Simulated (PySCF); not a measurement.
## Ionisation energy of Ge²⁺ by level of theory

Ge²⁺ [Ar] 3d10 4s2 (1S) → Ge³⁺ [Ar] 3d10 4s1 (2S), as a difference of total energies. Calculation: PySCF 2.14, in x2c-QZVPPall with one added diffuse shell each of s, p, d, f type (12s9p6d5f1g, 113 functions); the spin-free X2C one-electron Hamiltonian (Gaussian nucleus). Correlated levels: valence: [Ar] 3d10 frozen; valence and next inner shell: [Ne] frozen. The calculations carry no spin-orbit coupling.

```
                                method  ionisation energy (eV)
                                   UHF                  32.195
                                   LDA                  34.825
                                   PBE                  34.411
                                  PBE0                  34.038
                                r2SCAN                  34.048
                             BHandHLYP                  33.958
                                M06-2X                  34.050
                                  MN15                  33.839
                         MP2 (valence)                  33.015
                     SCS-MP2 (valence)                  33.179
    MP2 (valence and next inner shell)                  33.921
SCS-MP2 (valence and next inner shell)                  33.908
```

Question: How much does correlation contribute at MP2 (valence and next inner shell)?

Answer: 33.921 − (32.195) = 1.726 eV, measured against UHF.

Errors of the correlated levels include the incompleteness of this basis and the frozen core.

For comparison: 34.058 eV (measured; NIST Atomic Spectra Database, ionization energies).
